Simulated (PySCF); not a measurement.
## A small calculation by hand: oscillator strength and radiative lifetime

C4H8OS, SMILES C[C@H]1O[C@H](C)S1.

The structure is a stationary point at B3LYP-D3(BJ)/def2-SVP. The structure was generated by enumeration; whether it is a known compound was not checked.

TDDFT-PBE/def2-SVPD (PySCF) puts the first singlet state with f over 0.02 at 5.52 eV (vertical), with the transition dipole (-0.540, 0.058, 0.000) in atomic units.

### Question
Find the oscillator strength, the wavelength and the radiative lifetime that this transition would have in vacuum if emission retraced absorption.

### Answer

|μ|² = 0.2950 au, so |μ| = 1.38 D. ΔE = 5.52/27.211 = 0.2029 hartree. f = (2/3) ΔE |μ|² = 0.040 (the program prints 0.040).
λ = 1239.84/5.52 = 225 nm; ν = 44522 cm⁻¹.
Einstein's coefficient A = 0.6670 ν² f s⁻¹ (ν in cm⁻¹) = 5.3e7 s⁻¹, so τ = 1/A = 19 ns. This state is S4; the lower singlets have f = 0.000, 0.000, 0.016. The figure is the radiative limit of this one transition; relaxation, internal conversion, crossing to triplets and a medium change what is measured.
